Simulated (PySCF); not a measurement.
A series of related molecules.

All values: wB97X-D/def2-SVPD (PySCF) at PBE0-D3(BJ)/def2-SVP geometries, gas phase, one conformer each. Core orbitals are frozen in the response; Δα² is half the sum of the squared differences of the principal polarisabilities.

Question: Rank by HOMO energy, highest first.
A. `[Si](C)(C)(C)OCCB(F)F`
B. `C/N=C\CCB(F)F`
C. `CC(=O)NCCB(F)F`
D. `FB(F)CCCl`
E. `FB(F)CCCC(F)(F)F`
F. `FB(F)CCC(Cl)Cl`

Answer: B (-9.01 eV), C (-9.39 eV), A (-9.63 eV), D (-10.54 eV), F (-10.79 eV), E (-11.65 eV).

Question: Rank by mean static polarisability, lowest first.
A. `FB(F)CCC(Cl)Cl`
B. `C/N=C\CCB(F)F`
C. `C[Si](C)(C)OCCB(F)F`
D. `FB(CCCC(F)(F)F)F`
E. `CC(=O)NCCB(F)F`
F. `FB(F)CCCl`

Answer: F (7.73 Å³), D (9.38 Å³), B (10.30 Å³), E (10.79 Å³), A (11.30 Å³), C (15.11 Å³).

Question: Rank by dipole moment, highest first.
A. `[CH3:1]/[N:2]=[CH:3]\[CH2:4][CH2:5][B:6]([F:7])[F:8]` with N2–C3–C4–C5 -178°, C3–C4–C5–B6 177°, C4–C5–B6–F7 -178°
B. `[F:1][B:2]([F:3])[CH2:4][CH2:5][CH:6]([Cl:7])[Cl:8]` with F1–B2–C4–C5 174°, B2–C4–C5–C6 179°, C4–C5–C6–Cl7 -62°
C. `[CH3:1][Si:2]([CH3:3])([CH3:4])[O:5][CH2:6][CH2:7][B:8]([F:9])[F:10]` with Si2–O5–C6–C7 -178°, O5–C6–C7–B8 -177°, C6–C7–B8–F9 -177°
D. `[F:1][B:2]([F:3])[CH2:4][CH2:5][CH2:6][C:7]([F:8])([F:9])[F:10]` with F1–B2–C4–C5 -167°, B2–C4–C5–C6 67°, C4–C5–C6–C7 176°
E. `[CH3:1][C:2](=[O:3])[NH:4][CH2:5][CH2:6][B:7]([F:8])[F:9]` with C1–C2–N4–C5 -176°, C2–N4–C5–C6 91°, N4–C5–C6–B7 -179°, C5–C6–B7–F8 2°

Answer: E (4.44 D), D (2.20 D), C (1.93 D), B (1.34 D), A (0.61 D).

All values together:

| SMILES | formula | μ (D) | HOMO (eV) | LUMO (eV) | α (Å³) | Δα (Å³) | electrons | α per electron (Å³) | ΔSCF removal energy (eV) |
| --- | --- | --- | --- | --- | --- | --- | --- | --- | --- |
| C[Si](C)(C)OCCB(F)F | C5H13BF2OSi | 1.93 | -9.63 | 1.81 | 15.11 | 2.56 | 88 | 0.172 | 9.72 |
| CC(=O)NCCB(F)F | C4H8BF2NO | 4.44 | -9.39 | 1.74 | 10.79 | 3.34 | 70 | 0.154 | 9.65 |
| FB(F)CCCC(F)(F)F | C4H6BF5 | 2.20 | -11.65 | 1.68 | 9.38 | 1.85 | 80 | 0.117 | 12.05 |
| FB(F)CCC(Cl)Cl | C3H5BCl2F2 | 1.34 | -10.79 | 1.44 | 11.30 | 1.84 | 80 | 0.141 | – |
| FB(F)CCCl | C2H4BClF2 | 0.56 | -10.54 | 1.59 | 7.73 | 2.79 | 56 | 0.138 | – |
| C/N=C\CCB(F)F | C4H8BF2N | 0.61 | -9.01 | 1.34 | 10.30 | 4.51 | 62 | 0.166 | 9.27 |

Conformers: `[CH3:1][Si:2]([CH3:3])([CH3:4])[O:5][CH2:6][CH2:7][B:8]([F:9])[F:10]` with Si2–O5–C6–C7 -178°, O5–C6–C7–B8 -177°, C6–C7–B8–F9 -177°; `[CH3:1][C:2](=[O:3])[NH:4][CH2:5][CH2:6][B:7]([F:8])[F:9]` with C1–C2–N4–C5 -176°, C2–N4–C5–C6 91°, N4–C5–C6–B7 -179°, C5–C6–B7–F8 2°; `[F:1][B:2]([F:3])[CH2:4][CH2:5][CH2:6][C:7]([F:8])([F:9])[F:10]` with F1–B2–C4–C5 -167°, B2–C4–C5–C6 67°, C4–C5–C6–C7 176°; `[F:1][B:2]([F:3])[CH2:4][CH2:5][CH:6]([Cl:7])[Cl:8]` with F1–B2–C4–C5 174°, B2–C4–C5–C6 179°, C4–C5–C6–Cl7 -62°; `[F:1][B:2]([F:3])[CH2:4][CH2:5][Cl:6]` with F1–B2–C4–C5 173°, B2–C4–C5–Cl6 179°; `[CH3:1]/[N:2]=[CH:3]\[CH2:4][CH2:5][B:6]([F:7])[F:8]` with N2–C3–C4–C5 -178°, C3–C4–C5–B6 177°, C4–C5–B6–F7 -178°.

A dash marks a removal energy that wasn't run or isn't settled.

Q: How closely does the mean polarisability follow the number of electrons in this set?

A: The correlation coefficient is 0.77; α per electron runs from 0.117 to 0.172 Å³.
